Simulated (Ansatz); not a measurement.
Program: Ansatz. Geometries: PBE0-D4/def2-TZVP. ΔE: electronic, gas phase. CCSD(T)/CBS adds triple-zeta CCSD(T) − MP2 to the extrapolated MP2 energy (def2 sets, frozen cores). This one scheme is used for every species. Elements past krypton have def2 core potentials. For Br, Zr outer-core shells are correlated without core-valence functions, which leaves a few kJ/mol of doubt a bond. Scalar relativity is left out up to krypton. One conformer a species, not always the lowest.

Consider the ligand exchange at a Zr–N bond: `O=C=[N][Zr]([F])([F])[F]` + HBr → `[F][Zr]([F])([F])[Br]` + `N=C=O`.

```json
{"species": "`O=C=[N][Zr]([F])([F])[F]`", "CCSD(T)/CBS(def2) energy (Eh)": "-514.59914"}
{"species": "HBr", "CCSD(T)/CBS(def2) energy (Eh)": "-2573.91920"}
{"species": "`[F][Zr]([F])([F])[Br]`", "CCSD(T)/CBS(def2) energy (Eh)": "-2920.00900"}
{"species": "`N=C=O`", "CCSD(T)/CBS(def2) energy (Eh)": "-168.51995"}
```

(1) Work out ΔE.

(2) What do rigid-rotor, harmonic-oscillator terms from PBE0-D4/def2-TZVP frequencies (298.15 K, 1 bar) make of the CCSD(T)/CBS value? (Estimate.)

Largest T1 diagnostic among the species: 0.018.

Answers

(1) ΔE = (-2920.00900) + (-168.51995) − (-514.59914) − (-2573.91920) = -0.01061 Eh = -6.7 kcal/mol.

(2) Computed: ΔZPE = +1.9 kcal/mol, ΔH = -5.2 kcal/mol, ΔS = 6 J/(mol·K), ΔG = -5.7 kcal/mol. Modes under 50 cm⁻¹ make the entropy rough.

At CCSD(T), def2-SVP lies +4.2 kcal/mol from the extrapolated value and def2-TZVPP +0.9 kcal/mol. Leaving LDA and LC-ωPBE aside and taking each functional with its dispersion term where it has one, the values, not all of them listed here, spread over 2.3 kcal/mol, from r2SCAN-D4 to CAM-B3LYP-D4.
